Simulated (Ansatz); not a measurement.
`C=C[SiH2][SiH2]F` + `[AlH2][SH]` → `C=C[SiH2][S][AlH2]` + `F[SiH3]`  (cleavage of the Si–Si bond)

Computed with Ansatz on PBE0-D4/def2-TZVP structures; ΔE is electronic, products minus reactants. CCSD(T)/CBS adds triple-zeta CCSD(T) − MP2 to the extrapolated MP2 energy (def2 sets, frozen cores). This one scheme is used for every species. Functionals use def2-TZVPP. B3LYP here is the variant with VWN-RPA as its local correlation; programs differ in this. One conformer a species, not always the lowest.

`C=C[SiH2][SiH2]F`:

Cartesian coordinates in Å:
```
C 0.695 1.158 1.925
C 1.008 0.500 0.812
Si 0.020 -0.932 0.155
Si -1.000 -0.370 -1.882
F 0.131 0.079 -2.935
H -0.156 0.876 2.538
H 1.276 2.007 2.276
H 1.874 0.834 0.242
H 0.885 -2.126 -0.059
H -1.053 -1.280 1.130
H -1.941 0.770 -1.723
H -1.737 -1.517 -2.478
```

`[AlH2][SH]`:

Z-matrix (Å, degrees):
```
Al
S 1 2.181
H 1 1.579 2 116.5
H 1 1.581 2 118.9 3 -180.0
H 2 1.344 1 93.7 3 180.0
```

`C=C[SiH2][S][AlH2]`:

```xyz
12

C     1.262   -1.308   -0.627
C     1.085   -0.883    0.620
Si   -0.516   -0.224    1.299
S    -1.997   -0.038   -0.232
Al   -1.201    1.743   -1.209
H     2.216   -1.690   -0.978
H     0.449   -1.301   -1.349
H     1.934   -0.925    1.303
H    -1.068   -1.157    2.316
H    -0.270    1.086    1.957
H    -1.940    2.217   -2.522
H     0.045    2.480   -0.576
```

`F[SiH3]`:

```xyz
5

F     0.277    1.291   -0.829
Si   -0.007   -0.033    0.022
H     1.026   -1.039   -0.323
H    -1.357   -0.532   -0.330
H     0.062    0.313    1.460
```

CCSD(T)/CBS gives -0.80 eV.

Problem. Another level gave -0.86 eV. Which?
A. PBE/def2-TZVPP
B. ωB97M-V/def2-TZVPP
C. SCS-MP2/def2-TZVPP
D. B3LYP-D4/def2-TZVPP

Solution. C. SCS-MP2/def2-TZVPP -0.86, B3LYP-D4 -0.73, ωB97M-V -0.81, PBE -0.59 eV.

Largest T1 diagnostic among the species: 0.012.

From PBE to PBE0 (25 % exact exchange), in def2-TZVPP and without D4, ΔE moves by −0.07 eV. The D4 term adds −0.09 eV with B3LYP and −0.05 eV with PBE0; it sums over pairs of atoms, weighted by their polarisabilities, and B3LYP, whose exchange is more repulsive, gets the larger term.
